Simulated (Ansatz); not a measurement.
Ansatz (an electronic-structure program) input (RI-MP2/aug-cc-pV(T+d)Z):
A basis named .json is the Basis Set Exchange file of that set.

Ansatz 0.2 input:
```yaml
crystal:
  periodic: [false, false, false]
  atoms:
    - {symbol: N, position_ang: [-0.00000000, -0.00000000, -1.01096879]}
    - {symbol: P, position_ang: [0.00000000, 0.00000000, 0.47178544]}
basis:
  gaussian:
    orbitals: aug-cc-pV_T+d_Z.json
    fitting: {mean_field: def2-universal-jkfit, correlation: aug-cc-pVTZ-RIFIT.json}
total_charge: 1
magnetization: {spin_polarized: true, initial_magnetization: 1}
correlation: {method: mp2, electrons: outside_noble_gas}
```

End of the output:

```
mean field: 0.14 GiB planned
mean field evaluation 1: about -10730.5945 eV, gradient 4.9e1 eV
mean field evaluation 2: about -10718.4792 eV, gradient 6.8e1 eV
mean field evaluation 4: about -10742.3692 eV, gradient 3.1e0 eV
mean field evaluation 8: about -10742.9024 eV, gradient 1.4e0 eV
mean field evaluation 16: about -10738.8084 eV, gradient 1.6e1 eV
mean field evaluation 32: about -10741.5058 eV, gradient 7.0e-1 eV
mean field evaluation 64: about -10742.9540 eV, gradient 7.6e-4 eV
mean field evaluation 96: about -10738.8835 eV, gradient 5.0e0 eV
mean field evaluation 128: about -10742.5969 eV, gradient 2.1e0 eV
mean field -10743.29867382 eV, -394.8089441936 hartree, gradient 2.7e-6 eV, S^2 1.433575; 12 other end points of the search recorded, 0 dependent functions left out
6 core orbitals not correlated
reference -10743.29867382 eV, -394.8089441936 hartree; 5, 4 occupied and 90, 91 virtual orbitals, 253 factors
second order -6.58582962 eV of doubles, -0.00000000 eV of singles
Total energy: -10749.88450344 eV, -395.0509689681 hartree
```

This state (charge 1, doublet) is run at the relaxed geometry of the species with charge 0 and multiplicity 1.

The determinant is spin-contaminated: <S^2> is 1.43 against 0.75 for a pure state.
